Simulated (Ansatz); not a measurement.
Geometry optimisation, RKS B3LYP-D4/def2-mTZVP in Ansatz 0.2.0.

Input:

```yaml
crystal:
  periodic: [false, false, false]
  atoms:
    - { symbol: B, position_ang: [0.0, 0.0, 0.0] }
    - { symbol: Cl, position_ang: [0.0, 0.0, 2.21] }
    - { symbol: Cl, position_ang: [1.6108, 0.0, -0.93] }
    - { symbol: H, position_ang: [-1.0305, 0.0, -0.595] }
    - { symbol: "N", position_ang: [0.3946, 1.7107, 0.5833] }
    - { symbol: H, position_ang: [1.1678, 1.8639, 1.292] }
    - { symbol: C, position_ang: [-0.3643, 2.8576, 0.0641] }
    - { symbol: H, position_ang: [-0.9567, 2.5406, -0.8194] }
    - { symbol: H, position_ang: [-1.0489, 3.2361, 0.8516] }
    - { symbol: H, position_ang: [0.339, 3.6635, -0.2326] }
    - { symbol: H, position_ang: [0.2839, 1.231, 1.6502] }
basis:
  gaussian: { orbitals: def2-mTZVP }
hamiltonian:
  xc: b3lyp
  dispersion: d4
relax:
  f_tol: 0.15
  max_steps: 25
  restrain:
    - { distance: [0, 4], at: 2.75, k: 30.0 }
    - { distance: [10, 1], at: 2.57, k: 30.0 }
    - { distance: [0, 1], at: 1.86, k: 30.0 }
    - { distance: [10, 4], at: 1.06, k: 30.0 }
```

Launched with:

```bash
$ ansatz run input.yaml --threads 4 --pin off --max-ram 5120MiB --backend cpu --events-out ev --progress --plain --runs-dir out
```

Task: Where does it end, and by what steps?

Result: The run converged. The restraints hold the end off the free minimum; the threshold counts their pulls, which the force column leaves out. Restrained pairs: B1–N5 (1.85 → 2.74 Å), Cl2–H11 (1.38 → 2.58 Å), B1–Cl2 (2.21 → 1.83 Å), N5–H11 (1.18 → 1.04 Å). After 13 steps the energy has fallen by 4.291 eV (the restraints' own energy left out); Cl2 moved furthest, 1.03 Å.

```tsv
step	energy less start (eV)	largest force component (eV/Å)	accepted
0	0.0000	6.220	yes
1	-0.6475	3.805	yes
2	-0.8747	4.683	yes
3	-1.4662	4.793	yes
4	-2.6741	3.901	yes
5	-3.6622	3.203	yes
6	-4.1200	1.327	yes
7	-4.1929	1.108	yes
8	-4.1997	1.087	yes
9	-4.2515	0.865	yes
10	-4.2338	1.009	no
11	-4.2669	0.926	yes
12	-4.2767	0.938	yes
13	-4.2910	0.974	yes
```

```xyz
11
Properties=species:S:1:pos:R:3
B 0.193 -0.536 -0.020
Cl -0.146 -0.904 1.740
Cl 1.773 -0.884 -0.689
H -0.719 -0.267 -0.713
N 0.350 2.072 0.791
H 1.269 2.369 1.103
C -0.398 3.182 0.198
H -1.327 2.803 -0.232
H -0.652 3.986 0.900
H 0.188 3.613 -0.616
H -0.134 1.670 1.613
```

The run took 29 s on 4 threads of Arm Neoverse V1 (shared host), peak memory 0.28 GiB.
